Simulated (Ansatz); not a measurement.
Input file for CH4Cl3HfN (`C[NH][Hf]([Cl])([Cl])[Cl]`):

```yaml
crystal:
  periodic: [false, false, false]
  atoms:
    - {symbol: C, position_ang: [0.279250, -1.215122, 0.913818]}
    - {symbol: N, position_ang: [0.659298, -0.294639, -0.143213]}
    - {symbol: Hf, position_ang: [-0.445020, 1.215627, -0.812167]}
    - {symbol: Cl, position_ang: [-2.474048, 0.307167, -1.559837]}
    - {symbol: Cl, position_ang: [0.792253, 2.249906, -2.504888]}
    - {symbol: Cl, position_ang: [-0.876950, 2.617165, 1.018330]}
    - {symbol: H, position_ang: [0.229200, -2.247379, 0.553483]}
    - {symbol: H, position_ang: [-0.712384, -0.959761, 1.298303]}
    - {symbol: H, position_ang: [0.973688, -1.170842, 1.758690]}
    - {symbol: H, position_ang: [1.574703, -0.502131, -0.522509]}
basis:
  gaussian: {orbitals: def2-SVP}
correlation: {method: ccsd_t}
```

```sh
$ ansatz run in.yaml --threads 4 --pin off --events-out ev --progress --plain --max-ram 11315MiB
```

Log, shortened:

```
Functional definition: HF
1294 factors; integrals over basis functions are off by at most 1.5e-3 eV
mean field evaluation 1: about -41368.4049 eV, gradient 3.9e1 eV
mean field evaluation 2: about -41368.4165 eV, gradient 3.9e1 eV
mean field evaluation 4: about -41372.4286 eV, gradient 3.3e0 eV
mean field evaluation 8: about -41372.4699 eV, gradient 2.9e-4 eV
mean field -41372.46994381 eV, -1520.4102271678 hartree, gradient 3.4e-6 eV, S^2 0.000000; 0 other end points of the search recorded, 0 dependent functions left out
17 core orbitals not correlated: weight in the atoms' cores, before any rotation towards them, 1.000 or more for the frozen orbitals, at most 0.000 for the correlated occupied ones
reference -41372.46994381 eV, -1520.4102271678 hartree; 23, 23 occupied and 94, 94 virtual orbitals, 1294 factors
second order -25.29047161 eV of doubles, -0.00000000 eV of singles
cycle   1  -25.90079643 eV  change   -6.1e-1 eV  update   1.4e-1
cycle   2  -26.46693380 eV  change   -5.7e-1 eV  update   4.9e-2
cycle   3  -26.65792673 eV  change   -1.9e-1 eV  update   2.6e-2
cycle   4  -26.65258980 eV  change    5.3e-3 eV  update   6.5e-3
cycle   5  -26.64855561 eV  change    4.0e-3 eV  update   2.5e-3
cycle   6  -26.64856891 eV  change   -1.3e-5 eV  update   8.9e-4
cycle   7  -26.64840800 eV  change    1.6e-4 eV  update   4.3e-4
cycle   8  -26.64849098 eV  change   -8.3e-5 eV  update   1.3e-4
cycle   9  -26.64855321 eV  change   -6.2e-5 eV  update   5.2e-5
cycle  10  -26.64853024 eV  change    2.3e-5 eV  update   1.8e-5
perturbative correction -0.80588046 eV, -0.0296155606 hartree
Total energy: -41399.92435451 eV, -1521.4191581516 hartree
```

Hardware: 4 threads of an Intel Xeon Platinum 8259CL on a shared host. Wall time 16 s, peak host memory 0.97 GiB.

Correlation energy per correlated electron: -0.597 eV. T1 diagnostic: 0.0144.
